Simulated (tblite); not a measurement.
C8H5 (doublet state).
SMILES with atom numbers: `[C:1]#[C:2][C:3]#[C:4][CH2:5][CH2:6][C:7]#[CH:8]` (hydrogens: H9, H10 on C5; H11, H12 on C6; H13 on C8)

Cartesian coordinates in Å at the GFN2-xTB level; atoms count from 1:
```
atom  x, y, z in Å
C1    -4.8678    0.0386    1.1049
C2    -3.8306   -0.1483    0.4877
C3    -2.5502    0.0532    0.0847
C4    -1.4173    0.2262   -0.3123
C5    -0.0628    0.3524   -0.7819
C6     0.9333   -0.3427    0.1653
C7     2.2860   -0.1965   -0.3299
C8     3.3875   -0.0565   -0.7752
H9     0.0165   -0.0859   -1.7825
H10    0.1865    1.4160   -0.8631
H11    0.6902   -1.4064    0.2427
H12    0.8618    0.0970    1.1643
H13    4.3627    0.0535   -1.1449
```

Method: GFN2-xTB as coded in tblite; computed harmonic values from a numerical Hessian at the method's own geometry, unscaled. Against measured fundamentals such values can be off by several per cent, at times by over 20. One conformer, not necessarily the lowest. Open shells enter through the occupations alone, without spin polarisation, and single modes of such species can be off by tens of per cent.

Harmonic wavenumbers (cm⁻¹): 44.2, 56.6, 87.3, 143.5, 163.2, 270.4, 274.8, 308.1, 393.0, 406.8, 431.0, 643.4, 662.3, 770.8, 778.7, 989.0, 991.7, 1044.9, 1117.8, 1203.5, 1225.8, 1253.7, 1328.4, 1425.9, 1448.9, 1934.1, 2256.2, 2296.7, 2928.3, 2946.8, 2955.0, 2969.4, 3400.9.

A = 19482, B = 650.7, C = 636.0 MHz; mass 101.039 u (most abundant isotopes); point group C1, symmetry number 1; spin multiplicity 2.

Q: What is the zero-point energy?

A: ½Σν̃ = 19576 cm⁻¹ = 234.17 kJ/mol.

Q: What is S at 200 K and 1 bar for an ideal gas of classical rigid rotors and harmonic oscillators?

A: Translation 158.12, rotation 112.51, vibration 79.89, spin (R ln 2) 5.76: S = 356.3 J/(mol K).

Q: And Cp and H(200 K) − H(0)?

A: Cp = 110.13 J/(mol K), of which vibrations give 76.87 (their classical limit is 33 R = 274.4); H(200 K) − H(0) = 15.02 kJ/mol without the zero-point energy, 8.36 from vibrations.

Q: How do the functions run with temperature in this model?

A: 
```tsv
T (K)	S (J/(mol K))	Cp (J/(mol K))	H − H(0) (kJ/mol)	G − H(0) (kJ/mol)	ln q(vib)
150	326.8	95.1	9.88	-39.14	3.30
250	382.4	123.9	20.87	-74.72	5.81
298.15	405.3	136.5	27.14	-93.69	6.95
400	448.8	160.5	42.30	-137.23	9.25
600	521.2	196.8	78.25	-234.47	13.37
900	608.4	232.6	143.09	-404.43	18.79
```

q(vib) and H(0) count from the zero-point level.

Q: Which modes carry the vibrational entropy at 200 K?

A: 44.2 cm⁻¹: 17.88; 56.6 cm⁻¹: 15.84; 87.3 cm⁻¹: 12.32; 143.5 cm⁻¹: 8.41; 163.2 cm⁻¹: 7.44; 270.4 cm⁻¹: 3.98 J/(mol K); the other 27 give 14.03 together.

Hindered rotation and anharmonicity are outside this model. Other conformers, if any are populated, would add a mixing term that is left out. The structure is chiral; the term R ln 2 for an equal mix with its mirror image is left out.
